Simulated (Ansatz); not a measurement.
Program: Ansatz. Geometries: PBE0-D4/def2-TZVP. ΔE: electronic, gas phase. CBS: MP2 limit from def2 TZ/QZ plus the TZ coupled-cluster correction, frozen cores. This one scheme is used for every species. Functionals use def2-TZVPP. B3LYP here is the variant with VWN-RPA as its local correlation; programs differ in this. For Ge outer-core shells are correlated without core-valence functions, which leaves a few kJ/mol of doubt a bond. Scalar relativity is left out up to krypton. One conformer a species, not always the lowest.

`C[SiH2][GeH2][Cl]` + HCl → `Cl[SiH2][GeH2][Cl]` + CH₄  (ligand exchange at the Si–C bond)

```csv
level,ΔE (kJ/mol),difference from CCSD(T)/CBS
r2SCAN-D4,-96.3,-2.5
PBE0-D4,-92.8,1.0
B3LYP-D4,-96.4,-2.6
ωB97M-V,-94.0,-0.2
PBE,-93.1,0.7
r2SCAN,-97.0,-3.2
B3LYP,-98.7,-4.9
MP2/def2-TZVPP,-94.4,-0.6
SCS-MP2/def2-TZVPP,-95.4,-1.6
CCSD/def2-TZVPP,-90.9,2.9
CCSD(T)/def2-TZVPP,-89.9,3.9
HF/def2-QZVPP,-106.5,-12.7
MP2/def2-QZVPP,-96.8,-3.0
HF/CBS(def2),-106.5,-12.7
MP2/CBS(def2),-98.2,-4.4
CCSD/CBS(def2),-94.7,-0.9
CCSD(T)/CBS,-93.8,0
```

Largest T1 diagnostic among the species: 0.011.

In def2-TZVPP, CCSD(T) changes the Hartree–Fock value by +16.0 kJ/mol (the triples alone add +1.0 kJ/mol) and MP2 by +11.6 kJ/mol.

CCSD(T)/CBS has its own doubt, a few kJ/mol and more with outer-core shells, so smaller differences from it don't rank the levels.
